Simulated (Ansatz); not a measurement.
CH₅BFNSi, SMILES `BN1[SiH2]C1F`, relaxed with RKS PBE0-D4/def2-TZVP in Ansatz from a PBE-D4/def2-SVP geometry. The force threshold is 0.005 eV/Å; the program also tests the step.

Charge 0, multiplicity 1.

Start:

```xyz
10

B    -0.474    0.923   -1.407
N    -0.124    0.249   -0.221
Si    0.442    0.133    1.450
C    -0.009   -1.150    0.141
F     0.979   -1.844   -0.517
H    -0.465    2.139   -1.418
H    -0.784    0.266   -2.385
H    -0.496    0.573    2.530
H     1.882    0.449    1.694
H    -0.951   -1.738    0.133
```

| step | energy (eV) | largest force (eV/Å) | largest move (Å) |
| --- | --- | --- | --- |
| 1 | -13871.4652 | 0.979 | 0.000 |
| 2 | -13871.5119 | 0.687 | 0.025 |
| 3 | -13871.5236 | 0.089 | 0.020 |
| 4 | -13871.5240 | 0.065 | 0.006 |
| 5 | -13871.5242 | 0.031 | 0.006 |
| 6 | -13871.5244 | 0.025 | 0.010 |
| 7 (rejected) | -13871.5242 | 0.050 | 0.019 |
| 8 | -13871.5246 | 0.020 | 0.009 |
| 9 | -13871.5246 | 0.030 | 0.015 |
| 10 | -13871.5247 | 0.008 | 0.006 |
| 11 (rejected) | -13871.5247 | 0.017 | 0.001 |
| 12 | -13871.5247 | 0.004 | 0.000 |

End:

```xyz
10

B    -0.477    0.912   -1.391
N    -0.087    0.260   -0.219
Si    0.438    0.139    1.419
C    -0.003   -1.137    0.149
F     0.984   -1.832   -0.498
H    -0.463    2.109   -1.415
H    -0.821    0.261   -2.335
H    -0.496    0.572    2.482
H     1.859    0.418    1.708
H    -0.933   -1.702    0.101
```

Hardware: 4 threads of an Arm Neoverse V1 on a shared host. Wall time 36 s, peak host memory 0.46 GiB.
